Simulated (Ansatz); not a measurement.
A family of molecules: the HOMO–LUMO gap

One atom is swapped for its congeners: BH3(SeH2); AlH3(SeH2); GaH3(SeH2). All are singlets with charge 0.

Shapes, held fixed at every level: PBE0-D4/def2-TZVP. Programs: Ansatz 0.2.0. Values in eV.

| level | BH3(SeH2) | AlH3(SeH2) | GaH3(SeH2) |
| --- | --- | --- | --- |
| r2SCAN-D4/def2-TZVPP | 6.04 | 5.26 | 5.51 |
| B3LYP-D4/def2-TZVPP | 7.22 | 6.45 | 6.65 |
| BHLYP-D4/def2-TZVPP | 9.80 | 9.05 | 9.23 |
| PBE0-D4/def2-TZVPP | 7.69 | 6.89 | 7.11 |
| r2SCAN0-D4/def2-TZVPP | 8.06 | 7.25 | 7.47 |
| wB97X-V/def2-TZVPP | 12.23 | 11.51 | 11.70 |

At wB97X-V/def2-TZVPP the HOMO–LUMO gap isn't monotonic: it is largest for B and smallest for Al (12.23 and 11.51 eV). Every level shows the same order. Relativity is left out for Ga, Se unless named. Orbital gaps aren't excitation energies, and the LUMO depends on the basis.
